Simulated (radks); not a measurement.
Ne4.75+, 5.25 electrons, occupied as [He] 2p(up 1.5, down 1.5) 2s(up 0.25, down 0) (fractional occupations, a model configuration).

All-electron calculation, non-relativistic Kohn-Sham, PBE, spin-polarised, spherical densities, point nucleus. Program: a radial shooting solver on a logarithmic mesh with Libxc functionals.

Energy parts (eV):
| part | energy |
|---|---|
| total | -3152.052 |
| kinetic | 3148.393 |
| electron-nucleus | -6899.838 |
| Hartree | 837.580 |
| exchange-correlation | -238.187 |

Orbitals (lengths in bohr, moments of r in powers of bohr):
| orbital | occ. | eigenvalue (eV) | <1/r> |
|---|---|---|---|
| 1s up | 1 | -977.4811 | 9.628 |
| 1s down | 1 | -977.1218 | 9.627 |
| 2s up | 0.25 | -151.1131 | 1.953 |
| 2s down | 0 | -150.0324 | 1.950 |
| 2p up | 1.5 | -130.0786 | 1.871 |
| 2p down | 1.5 | -129.1152 | 1.871 |

The highest occupied level is 2p down at -129.12 eV. The configuration is held as typed, so some empty levels lie below it. The electron density at the nucleus is 597.7 e/bohr^3. The spin density at the nucleus is 6.103 e/bohr^3 (1s 0.117, 2s 5.986), a Fermi contact field of 320 T. Summed over all electrons, <r^2> = 1.960 bohr^2, which gives a Langevin (diamagnetic) susceptibility term of -1.55 x 10^-6 cm^3/mol. The density falls to 0.001 e/bohr^3 at r = 1.92 bohr. Virial ratio -V/T = 2.00116. Spin moment in Bohr magnetons: 0.25.
